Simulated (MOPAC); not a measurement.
MOPAC input (PM7):

```
PM7 1SCF GEO-OK AUX(PRECISION=9) THREADS=1
H3Cl3Si2

Si   -2.20436500 1    0.15637200 1   -0.57419300 1
Si    0.04754200 1   -0.00337200 1    0.01238400 1
Cl    0.97738100 1   -1.48102300 1   -1.07313100 1
Cl    0.24767100 1   -0.44921700 1    2.00927300 1
Cl    1.02005700 1    1.77097700 1   -0.35133600 1
H    -2.85752400 1   -1.13893200 1   -0.28419800 1
H    -2.82179300 1    1.23690900 1    0.22565000 1
H    -2.29199600 1    0.46748700 1   -2.01781800 1
```

Output:

```
 *******************************************************************************
 **                                                                           **
 **                              MOPAC v23.2.5                                **
 **                                                                           **
 *******************************************************************************
 ** MOPAC's Digital Object Identifier: https://doi.org/10.5281/zenodo.6511958 **
 **                                                                           **
 ** Please cite the open-source release paper for use of this MOPAC version:  **
 ** J. E. Moussa and J. J. P. Stewart (2026)                                  **
 ** MOPAC: An open-source semiempirical molecular orbital program             **
 ** J. Open Source Softw., 11(119), 8025, https://doi.org/10.21105/joss.08025 **
 *******************************************************************************

                              PM7 CALCULATION RESULTS

 *******************************************************************************
 *  PM7        - The PM7 Hamiltonian to be used
 *  GEO-OK     - OVERRIDE INTERATOMIC DISTANCE AND OTHER SAFETY CHECKS
 *  1SCF       - DO 1 SCF AND THEN STOP
 *  AUX        - OUTPUT AUXILIARY INFORMATION
 *******************************************************************************
PM7 1SCF GEO-OK AUX(PRECISION=9) THREADS=1
 H3Cl3Si2

   ATOM   CHEMICAL          X               Y               Z
  NUMBER   SYMBOL      (ANGSTROMS)     (ANGSTROMS)     (ANGSTROMS)

     1      Si         -2.20436500  *   0.15637200  *  -0.57419300  *
     2      Si          0.04754200  *  -0.00337200  *   0.01238400  *
     3      Cl          0.97738100  *  -1.48102300  *  -1.07313100  *
     4      Cl          0.24767100  *  -0.44921700  *   2.00927300  *
     5      Cl          1.02005700  *   1.77097700  *  -0.35133600  *
     6       H         -2.85752400  *  -1.13893200  *  -0.28419800  *
     7       H         -2.82179300  *   1.23690900  *   0.22565000  *
     8       H         -2.29199600  *   0.46748700  *  -2.01781800  *

          CARTESIAN COORDINATES

    NO.       ATOM           X           Y           Z

     1        Si         -2.2044      0.1564     -0.5742
     2        Si          0.0475     -0.0034      0.0124
     3        Cl          0.9774     -1.4810     -1.0731
     4        Cl          0.2477     -0.4492      2.0093
     5        Cl          1.0201      1.7710     -0.3513
     6         H         -2.8575     -1.1389     -0.2842
     7         H         -2.8218      1.2369      0.2256
     8         H         -2.2920      0.4675     -2.0178

 General Reference for PM7:
 "Optimization of Parameters for Semiempirical Methods VI: More Modifications to the
 NDDO Approximations and Re-optimization of Parameters", J. J. P. Stewart, J. Mol. Mod., 1:32, 19 (2013)
 https://link.springer.com/article/10.1007/s00894-012-1667-x

           Empirical Formula: H3 Si2 Cl3  =     8 atoms

      MOLECULAR POINT GROUP   :   C3v

      RHF CALCULATION, NO. OF DOUBLY OCCUPIED LEVELS = 16

 -------------------------------------------------------------------------------
 PM7 1SCF GEO-OK AUX(PRECISION=9) THREADS=1
 H3Cl3Si2

     1SCF WAS SPECIFIED, SO BFGS WAS NOT USED
     SCF FIELD WAS ACHIEVED

                              PM7 CALCULATION
                                                       MOPAC v23.2.5 Linux

          FINAL HEAT OF FORMATION =        -99.07732 KCAL/MOL =    -414.53950 KJ/MOL

          COSMO AREA              =        165.50 SQUARE ANGSTROMS
          COSMO VOLUME            =        169.11 CUBIC ANGSTROMS

          IONIZATION POTENTIAL    =         11.179644 EV
          HOMO LUMO ENERGIES (EV) =        -11.180 -1.599
          NO. OF FILLED LEVELS    =         16
          MOLECULAR WEIGHT        =        165.5537         POINT GROUP:  C3v

          MOLECULAR DIMENSIONS (Angstroms)

            Atom       Atom       Distance
            H     8   Cl     4     4.84848
            H     7   Cl     3     4.63429
            H     6   Cl     5     4.51313

          SCF CALCULATIONS        =          1

   ATOM   CHEMICAL          X               Y               Z
  NUMBER   SYMBOL      (ANGSTROMS)     (ANGSTROMS)     (ANGSTROMS)

     1      Si         -2.20436500  *   0.15637200  *  -0.57419300  *
     2      Si          0.04754200  *  -0.00337200  *   0.01238400  *
     3      Cl          0.97738100  *  -1.48102300  *  -1.07313100  *
     4      Cl          0.24767100  *  -0.44921700  *   2.00927300  *
     5      Cl          1.02005700  *   1.77097700  *  -0.35133600  *
     6       H         -2.85752400  *  -1.13893200  *  -0.28419800  *
     7       H         -2.82179300  *   1.23690900  *   0.22565000  *
     8       H         -2.29199600  *   0.46748700  *  -2.01781800  *

                             CARTESIAN COORDINATES

   1   Si       -2.204365000     0.156372000    -0.574193000
   2   Si        0.047542000    -0.003372000     0.012384000
   3   Cl        0.977381000    -1.481023000    -1.073131000
   4   Cl        0.247671000    -0.449217000     2.009273000
   5   Cl        1.020057000     1.770977000    -0.351336000
   6    H       -2.857524000    -1.138932000    -0.284198000
   7    H       -2.821793000     1.236909000     0.225650000
   8    H       -2.291996000     0.467487000    -2.017818000

           Empirical Formula: H3 Si2 Cl3  =     8 atoms

      MOLECULAR POINT GROUP   :   C3v

                  EIGENVALUES
 -27.19970 -25.75701 -25.75701 -19.93515 -15.76164 -14.58787 -14.58787 -13.63410
 -13.34879 -13.34879 -12.45019 -12.45019 -11.89515 -11.89515 -11.70171 -11.17964
  -1.59856  -1.59856  -1.36469   1.72652   1.72652   2.24926   6.79791  18.05550
  18.05550  19.28377  19.28377  19.54396  20.88739  20.93774  20.93775  21.89806
  21.89806  68.62489  68.62489  68.71849  68.83868  68.83869  69.15980  69.47229
  69.47229  69.81110  69.81110  70.03075  70.23859  70.23860  70.40664  70.72011

              NET ATOMIC CHARGES AND DIPOLE CONTRIBUTIONS

  ATOM NO.   TYPE          CHARGE      No. of ELECS.   s-Pop       p-Pop       d-Pop
    1         Si           0.044415        3.9556     0.92993     2.93301     0.09265
    2         Si           0.258107        3.7419     0.86634     2.66405     0.21151
    3         Cl          -0.147826        7.1478     1.98144     5.16407     0.00232
    4         Cl          -0.147826        7.1478     1.98144     5.16407     0.00232
    5         Cl          -0.147825        7.1478     1.98144     5.16406     0.00232
    6          H           0.046985        0.9530     0.95302
    7          H           0.046985        0.9530     0.95302
    8          H           0.046985        0.9530     0.95302
 DIPOLE           X         Y         Z       TOTAL
 POINT-CHG.    -3.804     0.270    -0.991     3.941
 HYBRID         1.243    -0.088     0.324     1.287
 SUM           -2.562     0.182    -0.667     2.654

          ATOMIC ORBITAL ELECTRON POPULATIONS

     Atom    s        px        py        pz      x^2-y^2     xz        z^2       yz        xy
    1 Si   0.92993   0.86509   1.03946   1.02845   0.01926   0.00992   0.02762   0.01597   0.01988
    2 Si   0.86634   1.10143   0.77087   0.79174   0.04750   0.03849   0.04357   0.04922   0.03272
    3 Cl   1.98144   1.79638   1.60290   1.76479   0.00041   0.00031   0.00039   0.00062   0.00060
    4 Cl   1.98144   1.93842   1.90408   1.32156   0.00014   0.00051   0.00107   0.00051   0.00010
    5 Cl   1.98144   1.78311   1.46287   1.91809   0.00057   0.00013   0.00043   0.00039   0.00080
    6  H   0.95302
    7  H   0.95302
    8  H   0.95302

 **********************
 *                    *
 * JOB ENDED NORMALLY *
 *                    *
 **********************

 == MOPAC DONE ==
```

The geometry given is a B3LYP-D3(BJ)/def2-TZVP minimum.
